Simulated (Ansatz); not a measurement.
System: sum formula SiOBr, net charge 0, doublet state. It need not be the lowest isomer of its formula. 
Structure (B3LYP-D3(BJ)/def2-TZVP (Ansatz, a program for electronic structure) minimum search):
SMILES: O=[Si]Br
```xyz
3

Si     1.2025    -0.3392    -0.2212
O      1.7514    -0.1053    -1.6256
Br    -0.8813     0.1597     0.4601
```
Charge 0, spin multiplicity 2.

Computed values are from Ansatz. Correlated levels leave the core frozen unless marked. UHF or UKS for open shells. Spin-orbit coupling is left out. Frozen are the shells of the preceding noble gas and the d and f shells that filled before the atom's block. Non-relativistic. CBS(X,Y): correlation extrapolated as X^-3; Hartree-Fock from the larger set. [CCSD(T)-MP2]/basis is that difference in the basis named.

- atomisation energy De = 221.4 kcal/mol at RI-MP2/CBS(def2-TZVPPD,def2-QZVPPD)+[CCSD(T)-MP2]/def2-TZVPPD
- total energy = -2936.9344 Eh at RI-MP2/CBS(def2-TZVPPD,def2-QZVPPD)+[CCSD(T)-MP2]/def2-TZVPPD
- dipole moment = 2.81 D at CCSD(T)/def2-SVPD
- T1 diagnostic = 0.025 at CCSD/def2-TZVPPD
